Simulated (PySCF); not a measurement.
From a raw peak list to a structure

Formula C7H6O2. The spectrum was simulated from the full spin Hamiltonian at 200 MHz with 0.8 Hz Lorentzian lines, from shifts rounded to 0.01 ppm and J to 0.1 Hz, couplings under 1 Hz left out. Exchangeable protons (1H) are left uncoupled and out of the list.

Maxima in Hz from TMS (height), grouped by integral:
1H: 1898.0 (100)
1H: 1443.9 (11), 1442.4 (11), 1436.0 (14), 1434.5 (26), 1433.0 (15), 1426.5 (16), 1425.1 (17)
1H: 1389.4 (22), 1388.0 (22), 1380.8 (33), 1379.4 (30)
2H: 1354.5 (55), 1345.0 (45), 1341.7 (32), 1333.8 (32), 1333.2 (29), 1325.2 (19)

Non-relativistic, one computed conformer, no solvent model. J: B3LYP/pcJ-1 (without the spin–dipole term); structure optimised with PBE0-D3(BJ)/def2-SVP; KT2/pcSseg-1 with gauge-including orbitals; PySCF 2.14.

Referencing at the same level of theory: 1H vs TMS.

Question: Analyse the multiplets.

Answer: 1H NMR (200 MHz, computed): δ 12.68 (br s, 1H), 9.49 (s, 1H), 7.17 (m, 1H), 6.92 (m, 1H), 6.75 (d, J = 9.5 Hz, 1H), 6.67 (m, 1H). These are first-order names from the parameters used; overlap and second-order distortion can hide them in the list.

Question: What is the compound?

Answer: SMILES O=Cc1ccccc1O.

Atom-mapped SMILES (the numbers label the heavy atoms): `[O:1]=[CH:2][c:3]1[cH:4][cH:5][cH:6][cH:7][c:8]1[OH:9]`; H(Xn) means a hydrogen on atom n.

δ 12.68: H(O9), hydrogen on a phenol-type oxygen. δ 9.49: H(C2), hydrogen on an aldehyde carbonyl carbon. δ 7.17: H(C6), hydrogen on an aromatic CH, coupled to H(C7) (9.5 Hz), H(C5) (8.0 Hz), H(C4) (1.4 Hz). δ 6.92: H(C4), hydrogen on an aromatic CH, coupled to H(C5) (8.6 Hz), H(C6) (1.4 Hz). δ 6.75: H(C7), hydrogen on an aromatic CH, coupled to H(C6) (9.5 Hz). δ 6.67: H(C5), hydrogen on an aromatic CH, coupled to H(C4) and H(C6) (8.3 Hz).

The shifts were computed for this structure.

The OH or NH signal is concentration- and solvent-dependent in practice; the value given is the gas-phase one. Multiplet labels drop couplings under 1 Hz and merge nearly equal ones. Unscaled 3J(H,H) at this level run about 10 % above measured values.
